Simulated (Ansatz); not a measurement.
One change: `[CH3][Al]([Cl])[Br]` becomes `[F][Al]([Cl])[Br]`.

Ansatz, PBE0-D4/def2-TZVP geometries, multiplicity 1. 

Scalar relativity is left out up to krypton.

```
                                          property  `[CH3][Al]([Cl])[Br]`
               HOMO–LUMO gap (PBE/def2-TZVPP) / eV                   5.47
  size of the dipole moment (B3LYP/def2-TZVPP) / D                   1.96
size of the dipole moment (ωB97M-V/def2-TZVPP) / D                   1.98
           HOMO–LUMO gap (ωB97M-V/def2-TZVPP) / eV                  11.39
             HOMO–LUMO gap (B3LYP/def2-TZVPP) / eV                   7.05
             LUMO energy (ωB97M-V/def2-TZVPP) / eV                   0.66
```

Q: Give the same properties after the change, and the shifts. (An estimate is asked.)

A: The calculation gave: 
| property | `[F][Al]([Cl])[Br]` | shift |
| --- | --- | --- |
| HOMO–LUMO gap (PBE/def2-TZVPP) / eV | 5.52 | 0.05 |
| size of the dipole moment (B3LYP/def2-TZVPP) / D | 0.58 | -1.38 |
| size of the dipole moment (ωB97M-V/def2-TZVPP) / D | 0.52 | -1.46 |
| HOMO–LUMO gap (ωB97M-V/def2-TZVPP) / eV | 11.64 | 0.25 |
| HOMO–LUMO gap (B3LYP/def2-TZVPP) / eV | 7.12 | 0.07 |
| LUMO energy (ωB97M-V/def2-TZVPP) / eV | 0.32 | -0.34 |

With PBE0 the HOMO falls by 0.58 eV and the LUMO falls by 0.39 eV, so the gap widens by about 0.19 eV. PBE moves the HOMO by -0.53 eV and ωB97M-V by -0.59 eV. Dipoles are sizes alone; their direction can turn.

B3LYP here is the variant with VWN-RPA as its local correlation; programs differ in this.

Spin–orbit coupling is left out; it splits and shifts lone-pair levels of the heavy atoms by tenths of an eV.
